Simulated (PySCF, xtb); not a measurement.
ClH₅SSi₂, SMILES S([SiH3])[SiH2]Cl. The values are those of a single conformer.

Harmonic wavenumbers (cm⁻¹) from GFN2-xTB (xtb) at its own minimum, in rising order: 36, 83, 101, 166, 448, 468, 498, 520, 531, 562, 598, 691, 744, 754, 766, 780, 2300, 2314, 2325, 2374, 2377.

What does PBE-D3(BJ)/def2-SVP (PySCF) give at its own minimum? (An estimate is asked for; the answer gives what the named calculation found.)

51, 100, 120, 197, 462, 493, 540, 546, 599, 619, 686, 819, 884, 898, 905, 912, 2163, 2180, 2186, 2194, 2203. Paired by order, the mean absolute difference is 88 cm⁻¹ and the zero-point energies are 27.8 and 28.2 kcal/mol.
